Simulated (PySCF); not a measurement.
Ions at one geometry of PbCl4

PySCF 2.14.0, RKS PBE0, Pb def2-SVP with ECP60, Cl def2-SVP; non-relativistic Hamiltonian with scalar-relativistic core potentials where named; density fitting; no spin-orbit coupling; singlets restricted, open shells unrestricted. The geometry is relaxed for charge 0, singlet, vacuum:

```xyz
5

Pb    0.0000    0.0000    0.0000
Cl    1.3939    1.3939    1.3939
Cl   -1.3939   -1.3939    1.3939
Cl    1.3939   -1.3939   -1.3939
Cl   -1.3939    1.3939   -1.3939
```

Energies count from the relaxed state; an electron taken off or put on is at rest in vacuum. Charges and spins are Mulliken's.

```tsv
state	energy (eV)	spin squared	charge on Pb1 (e)	spin on Pb1 (e)	dipole about the centre of mass (D)
charge 0, singlet, vacuum	0.00	0.00	0.87	0.00	0.00
charge -1, doublet, vacuum	-3.06	0.75	0.69	0.28	0.00
```

What does the state charge +1, doublet, vacuum give?

energy (eV) 11.52, spin squared 0.75, charge on Pb1 (e) 0.92, spin on Pb1 (e) -0.07, dipole about the centre of mass (D) 0.00.

With an electron taken off (doublet) the charges change, summed by element, by Pb +0.05 e, Cl +0.95 e. The vertical ionisation energy is 11.52 eV, against −ε(HOMO) = 9.61 eV of the relaxed state. The level lies 1.9 eV too high, as is usual for semilocal functionals and global hybrids, which keep a self-interaction error.

With an electron put on (doublet) the charges change, summed by element, by Pb -0.19 e, Cl -0.81 e. The vertical electron affinity is 3.06 eV, against −ε(LUMO) = 5.00 eV of the relaxed state. The basis has no diffuse functions, which an added electron needs.

Open shells may have lower solutions than those found.
